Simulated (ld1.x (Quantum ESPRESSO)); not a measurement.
# Xe (Z = 54): TM pseudisation with PBE, fully relativistic reference atom.

* Element: Xe (Z = 54)
* Generator: ld1.x (Quantum ESPRESSO) 7.5
* Type: norm-conserving Troullier–Martins (Kleinman–Bylander form)
* Functional: PBE
* Relativity: fully relativistic
* Frozen core: [Kr] 4d10
* Valence charge: 8
* Reference configuration: 5s2 5p6
* Partial waves: 5s (bound): rc 1.65 bohr; 5p (bound): rc 2.05 bohr; 5d channel at 0.15 Ry: rc 1.90 bohr
* Local potential: all-electron potential smoothed inside 1.60 bohr (lloc = -1)
* Core correction: a·sin(br)/r model core inside 1.74 bohr

Open shells are filled in proportion to 2j + 1 (rel_dist='average').

All-electron outer shells of the reference configuration (PBE, scalar-relativistic, ld1.x):

```
shell  level (eV)  outermost node (bohr)  outermost maximum (bohr)
   4p     -141.27                   0.36                      0.69
   4d      -59.38                   0.34                      0.75
   5s      -19.74                   0.85                      1.63
   5p       -8.23                   0.92                      1.91
```

Calculated quality:

* Cutoffs needed: 35 Ry and 60 Ry (the cutoffs (Ry, on a coarse ladder) from which the occupation-weighted sum of valence levels, in a spherical-Bessel basis at the reference potential, stays within 10 and 1 mRy of its value at 400 Ry)
* Ghost test: ghost state, extra bound levels that the all-electron valence spectrum of the same l lacks: s at -42.3 eV; a true bound ghost makes a file unfit for plane-wave use (spherical-Bessel basis up to 400 Ry, 20 bohr box)
* Largest excitation error: -76 meV (all-electron minus pseudo) for 5s2 5p2, out of 6 test configurations

Generation and tests took about 1.2 s on one core of a shared server CPU.
